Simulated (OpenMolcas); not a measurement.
# Nb2+: moving or changing the point charges

Nb2+ among 4 point charges of -1 e arranged as a tetrahedron (Td), 2.01 Å from the ion.

```json
{"Program": "OpenMolcas", "Method": "CASSCF", "Basis": "ANO-RCC-VTZP [7s6p4d2f1g]", "Scalar Hamiltonian": "DKH2, point nucleus", "Active space": "3 electrons in 5 orbitals (4d)", "State averaging": "2S+1 = 4 even, 10 roots; 2S+1 = 2 even, 40 roots", "Spin-orbit coupling": "state interaction with AMFI integrals over the reference wave functions"}
```

Runs around this geometry, states (labels of Td). Energies in cm-1 above the lowest state or level, χT in cm3 K/mol; under a threefold ground state the first gap can be a small split of the lowest multiplet, not the spin-orbit step; 10Dq and B are least-squares fits to the states below 45000 cm-1, weighted by degeneracy, with a free offset, and given where the rms deviation is under 5 % of |10Dq| (or 100 cm-1) and under 700 cm-1; 10Dq is negative for this site.

| R (Å) | q (e) | Ground state | First state of that spin | 10Dq | B (rms of fit) | First gap with spin-orbit (degeneracies) | χT at 300 K | First state of another spin |
| --- | --- | --- | --- | --- | --- | --- | --- | --- |
| 2.01 | -0.5 | 4T1 | 4T2 1666 | -2043 | 683 (76) | 227.3 (4, 2) | 0.644 | 2E 10671 |
| 2.01 | -1 | 4T1 | 4T2 2440 |  |  | 171.9 (4, 2) | 0.783 | 2E 9317 |
| 2.19 | -1 | 4T1 | 4T2 1908 |  |  | 206.1 (4, 2) | 0.690 | 2E 10261 |

Taking the first state of the same spin as R^-n, n = -ln(1908 / 2440) / ln(2.19 / 2.01) = 2.9 between the shortest and longest distance.

Scaling the charges by -0.5 / -1 = 0.50 scales the first state of the same spin by 1666 / 2440 = 0.68; with fixed orbitals a first-order splitting would follow the charge.

An orbital triplet at a regular site is open to Jahn-Teller coupling, which can distort the site and quench the lowest spin-orbit gaps and is left out. Without dynamic correlation the repulsion within the d shell is too large (B by tens of per cent), so at a given field states of lower spin stand too high. Point charges give a weaker field than real ligands, and real ions of this kind are as a rule low spin; the high spin found here belongs to the model. The ground term spreads over less than 5000 cm-1, several times less than with real ligands, so orbital moments are less quenched and χT lies further from the spin-only value than at real sites. This is an electrostatic model: the charges have no orbitals. No measured value stands beside these numbers.
